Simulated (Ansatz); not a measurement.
`B/N=C(/C)Cl`, relaxed with RKS PBE0-D4/def2-TZVP in Ansatz from a PBE-D4/def2-SVP geometry. The force threshold is 0.005 eV/Å; the program also tests the step.

Charge 0, multiplicity 1.

Start:

```xyz
10

B    -1.401   -0.373    1.602
N    -0.398   -0.306    0.671
C     0.543   -0.295   -0.147
C     0.721    0.638   -1.309
Cl    1.876   -1.481   -0.002
H    -1.302    0.282    2.625
H    -2.372   -1.072    1.375
H     0.786    0.061   -2.253
H    -0.126    1.347   -1.360
H     1.673    1.197   -1.203
```

```
step  energy (eV)  largest force (eV/Å)  largest move (Å)
   1  -16837.3715                 0.854             0.000
   2  -16837.4195                 0.167             0.030
   3  -16837.4225                 0.078             0.011
   4  -16837.4228                 0.056             0.009
   5  -16837.4230                 0.032             0.003
   6  -16837.4230                 0.013             0.002
   7  -16837.4230                 0.003             0.001
```

End:

```xyz
10

B    -1.387   -0.370    1.586
N    -0.392   -0.301    0.661
C     0.537   -0.292   -0.143
C     0.714    0.634   -1.297
Cl    1.852   -1.464    0.005
H    -1.287    0.276    2.589
H    -2.339   -1.058    1.359
H     0.771    0.062   -2.226
H    -0.121    1.331   -1.341
H     1.652    1.182   -1.193
```

Hardware: 4 threads of an Arm Neoverse V2 on a shared host. Wall time 17 s, peak host memory 0.47 GiB.
